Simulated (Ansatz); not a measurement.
CH4ClNOSSi (`N[Si](S)(Cl)C=O`). The species carries charge 0 and has multiplicity 1. The geometry is a stationary point of PBE0-D4/def2-TZVP. It is one conformer, not always the lowest.

```xyz
10

N    -0.457   -1.408   -0.480
Si    0.102    0.179   -0.298
S    -1.496    1.562   -0.487
Cl    1.602    0.436   -1.679
C     0.918    0.628    1.385
O     1.002   -0.183    2.271
H    -1.253   -1.721    0.053
H     0.193   -2.154   -0.668
H    -1.940    1.005   -1.628
H     1.330    1.656    1.530
```

(1) What is the dipole moment at B3LYP/def2-TZVPP? (Best estimate.)

(2) And with PBE, r2SCAN, ωB97M-V? (An estimate is asked.)

(3) Give the Mulliken charges with B3LYP, PBE, r2SCAN in def2-TZVPP. (Best estimate.)

## Answers

(1) Ansatz gave: 1.87 D, with components (-1.23, -0.81, -1.17) D in this frame, pointing from negative to positive charge.

(2) The calculation gave: PBE 1.85 D, r2SCAN 1.91 D, ωB97M-V 1.88 D.

(3) Ansatz gave: 
```csv
atom,B3LYP,PBE,r2SCAN
N1,-0.36,-0.34,-0.41
Si2,0.58,0.47,0.62
S3,-0.26,-0.25,-0.27
Cl4,-0.24,-0.21,-0.25
C5,0.03,0.03,0.09
O6,-0.24,-0.20,-0.27
H7,0.15,0.16,0.17
H8,0.15,0.16,0.17
H9,0.12,0.13,0.12
H10,0.07,0.05,0.03
```

B3LYP here is the variant with VWN-RPA as its local correlation; programs differ in this.
